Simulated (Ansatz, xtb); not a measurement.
**Relaxing a trial structure of CH4BrSn**

The starting geometry of this gas-phase doublet has its atoms placed at random.

```xyz
7

C     1.3134   -0.4167   -1.5928
Br   -0.7514    0.6955   -0.2343
Sn    0.3407   -1.6672    0.8400
H    -0.8762   -0.4891    0.9027
H    -0.1403    0.9852    1.3178
H     1.6871   -0.1080    0.5815
H     0.0590   -0.7604   -1.4549
```

Problem. Guess where an optimisation with r2SCAN-D4/def2-SVP ends from this start.

Solution. It ends as a structure given below by its coordinates. Distances that change by over a tenth: C1–H7 (1.31 → 1.10 Å), Br2–Sn3 (2.82 → 3.36 Å), Sn3–H6 (2.08 → 1.73 Å). Contacts that open: Br2–H4 (1.65 → 3.70 Å), Br2–H5 (1.69 → 2.51 Å). Contacts that close: C1–Br2 (2.71 → 1.96 Å), C1–Sn3 (2.90 → 2.19 Å), C1–H5 (3.54 → 1.10 Å).

The energy falls by 10.19 eV over 50 steps:

```json
{"step": "1", "E − E(last) (eV)": "10.186"}
{"step": "6", "E − E(last) (eV)": "4.364"}
{"step": "12", "E − E(last) (eV)": "3.152"}
{"step": "17", "E − E(last) (eV)": "3.059"}
{"step": "23", "E − E(last) (eV)": "2.639"}
{"step": "28", "E − E(last) (eV)": "2.307"}
{"step": "34", "E − E(last) (eV)": "1.933"}
{"step": "39", "E − E(last) (eV)": "0.837"}
{"step": "45", "E − E(last) (eV)": "0.011"}
{"step": "50", "E − E(last) (eV)": "0.000"}
```

Final geometry (Å):

```xyz
7

C     0.3110    0.5290   -0.4900
Br   -1.5372    0.1278   -0.9979
Sn    0.9729   -1.0044    0.9300
H    -0.1367   -0.9486    2.2551
H     0.3146    1.5329   -0.0461
H     0.7992   -2.5223    0.1199
H     0.9083    0.5250   -1.4109
```

From the same start GFN2-xTB ends elsewhere, in pieces: CH3Sn + BrH.

From so rough a start the end depends on the optimiser's path, so another program may land elsewhere. The end wasn't checked by frequencies. Open shells are spin-unrestricted. Atoms past krypton carry core potentials, without spin–orbit terms. Run with Ansatz 0.2.0, 4 min on 2 threads of Intel(R) Xeon(R) Platinum 8488C (Sapphire Rapids) (shared host).
